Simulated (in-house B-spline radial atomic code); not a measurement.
RPA and G0W0 on CAM-B3LYP: Mg5+

Configuration [He] 2s2 2p3, highest spin, mean-field start CAM-B3LYP. Computed with a B-spline radial code for spherical atoms: all electrons, non-relativistic, point nucleus, each spin shell either full or empty, empty states to l = 9 with an (l + 1/2)⁻⁴ tail; G0W0 by contour deformation at full frequency.

Command:
```bash
python run_gw.py task.json out
```
Settings (radii: box in bohr, nucleus in fm):
```
Z                        12
electrons                7
configuration            [He] 2s2 2p3
hamiltonian              nr
method                   camb3lyp
lmax                     9
spin_polarised           True
box_radius               10.43
intervals                46
```

Run time, properties included: 1.3 s on 1 thread of Arm Neoverse N1 (shared host).

Energies (hartree):

```json
{"term": "mean-field total", "value": "-187.04706"}
{"term": "Hartree-Fock functional on these orbitals", "value": "-186.86244"}
{"term": "direct second order", "value": "-0.4"}
{"term": "second-order exchange", "value": "0.1886"}
{"term": "SOSEX correction", "value": "0.17213"}
```

Q: What is the RPA correlation energy, and what remains with SOSEX?

A: RPA gives -0.36179 hartree (-1.41 eV per electron); RPA + SOSEX gives -0.18966, and the second-order doubles -0.2114 hartree (no singles). SOSEX takes back 48 % of the RPA value.

Quasi-particle levels (eV):

```tsv
level	occupied	mean field	Σx - vxc	Σc	QP weight	G0W0
2p up	yes	-174.93	-13.39	?	?	?
2s down	yes	-192.73	-7.00	-2.63	0.972	-202.36
2p down	no	-151.66	14.55	-4.10	0.976	-141.21
```

G0W0 = mean field + (Σx - vxc) + Σc, with Σc (partial-wave tail included) taken at the quasi-particle energy. Levels of low weight are left out.

Q: Where does G0W0 put 2p up?

A: At -186.85 eV, with Σc = 1.47 eV and a quasi-particle weight of 0.970. The tabulated removal energy is 186.76 ± 0.06 eV (NIST, semi-empirical); the calculation leaves out relativity, Breit and QED terms, and what these don't explain is the method's own error.
